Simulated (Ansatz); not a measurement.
H4AlClN2, singlet, at a GFN2-xTB geometry (such geometries of metal compounds can be far from the true shape), atoms displaced at random by about 0.08 Å a coordinate; HF/6-31G, gradient (Ansatz, a program for electronic structure).

Here is a job for Ansatz.
Ansatz 0.2 input:
```yaml
crystal:
  periodic: [false, false, false]
  atoms:
    - {symbol: Al, position_ang: [0.28934695, 0.19476625, 0.11041341]}
    - {symbol: Cl, position_ang: [-1.29320119, -1.14194744, -0.35766085]}
    - {symbol: N, position_ang: [0.34764660, 1.74996836, -0.81335280]}
    - {symbol: H, position_ang: [-0.16861271, 2.19710224, -1.47742943]}
    - {symbol: H, position_ang: [1.04159401, 2.58650831, -0.62129995]}
    - {symbol: N, position_ang: [1.51291182, -0.11354951, 1.35542921]}
    - {symbol: H, position_ang: [2.16733526, 0.36516439, 1.50022178]}
    - {symbol: H, position_ang: [1.50658581, -1.11204028, 1.72660262]}
basis:
  gaussian:
    orbitals: 6-31G
hamiltonian:
  xc: hf
output: {forces: true}
```

Problem. Predict the main parts of the log of this Ansatz run.

Solution. 
```
Functional definition: HF
670 factors; integrals over basis functions are off by at most 2.4e-4 eV
mean field evaluation 1: about -22108.6643 eV, gradient 4.3e1 eV
mean field evaluation 2: about -22108.6677 eV, gradient 4.3e1 eV
mean field evaluation 4: about -22112.5599 eV, gradient 2.1e0 eV
mean field evaluation 8: about -22112.5774 eV, gradient 1.3e-4 eV
mean field -22112.57737109 eV, -812.6222299443 hartree, gradient 2.2e-5 eV, S^2 0.000000; 0 other end points of the search recorded, 0 dependent functions left out
the calculation of the forces begins
reference -22112.57737109 eV, -812.6222299443 hartree; 24, 24 occupied and 28, 28 virtual orbitals, 670 factors
Total energy: -22112.57737109 eV, -812.6222299443 hartree
Atom 0 at     0.289347     0.194766     0.110413 Å, force     0.628494     2.280509    -0.593978 eV/Å
Atom 1 at    -1.293201    -1.141947    -0.357661 Å, force    -0.685907    -0.777870    -0.128224 eV/Å
Atom 2 at     0.347647     1.749968    -0.813353 Å, force     3.881962     2.332206     2.491953 eV/Å
Atom 3 at    -0.168613     2.197102    -1.477429 Å, force    -2.379166     0.024804    -2.110871 eV/Å
Atom 4 at     1.041594     2.586508    -0.621300 Å, force    -1.559802    -3.312164     0.194893 eV/Å
Atom 5 at     1.512912    -0.113550     1.355429 Å, force   -13.288281   -12.361194    -2.834782 eV/Å
Atom 6 at     2.167335     0.365164     1.500222 Å, force    12.817369     8.863043     3.402363 eV/Å
Atom 7 at     1.506586    -1.112040     1.726603 Å, force     0.585330     2.950665    -0.421355 eV/Å
Dipole moment:     0.554652     0.375998     0.122374 e Å
```
